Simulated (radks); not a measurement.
Values are calculated unless marked as measured or tabulated.
Q: The mean radii <r> (bohr) of the occupied orbitals of an atom or ion are listed with their occupations. Level of theory: non-relativistic Kohn-Sham, LDA (Slater exchange, Perdew-Wang correlation), spin-polarised, spherical densities, point nucleus (a radial shooting solver on a logarithmic mesh with Libxc functionals).

| orbital | occ. | <r> |
|---|---|---|
| 1s up | 1 | 0.02575 |
| 1s down | 1 | 0.02574 |
| 2s up | 1 | 0.1086 |
| 2s down | 1 | 0.1086 |
| 2p up | 3 | 0.09214 |
| 2p down | 3 | 0.09211 |
| 3s up | 1 | 0.2591 |
| 3s down | 1 | 0.2596 |
| 3p up | 3 | 0.2458 |

Name the element and its charge. Open shells, if any, are filled with parallel spins first.

A: Z = 59, praseodymium, charge +44: Pr44+ in [Ne] 3s2 3p3. The 1s radius gives Z: for a bare nucleus <r> = 1.5/Z, 0.02542 bohr for Z = 59, and screening makes it slightly larger (0.02575 here). The occupations add up to 15, and the charge is Z minus that.
